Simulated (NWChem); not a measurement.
System: GaHBrF; SMILES [F][GaH][Br]

NWChem input:

```
start job
memory heap 200 mb stack 900 mb global 1100 mb
geometry units angstroms noautoz
  Ga    -0.360231    -0.911377     0.000000
  H     -1.775369    -1.536200     0.000000
  F      1.049161    -1.943423     0.000000
  Br     0.113707     1.308266     0.000000
end
basis spherical
  * library def2-svp
end
dft
  xc bhlyp
  iterations 150
  mulliken
end
task dft energy
```

All runs use the structure optimised with PBE0/def2-SVP.

Question: What results follow from this input? (BHandHLYP/def2-SVP.) Quantities: energy (Ha); highest occupied level (eV); orbital gap (eV); dipole (D).

Answer: 
```
Quantity                       Result
---------------------------  --------
energy (Ha)                  -4598.84
highest occupied level (eV)     -9.79
orbital gap (eV)                 9.01
dipole (D)                       2.10
```
